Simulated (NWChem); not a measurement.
System: BH2SF; SMILES B(S)F

```xyz
5

B     -0.5391    -0.6030     0.0000
F      0.2966    -1.6420     0.0000
H     -1.7375    -0.8044     0.0000
S      0.1746     1.0567     0.0000
H     -1.0299     1.6900     0.0000
```
Atoms are numbered in this order, from 1.

Computed with NWChem. Geometry: optimised at PBE-D3(BJ)/def2-SVP.

### Question
Predict the results for PBE0/STO-3G. Quantities: highest occupied level (eV); orbital gap (eV); dipole (D).

### Answer
* **highest occupied level (eV)**: -4.75
* **orbital gap (eV)**: 8.08
* **dipole (D)**: 0.74
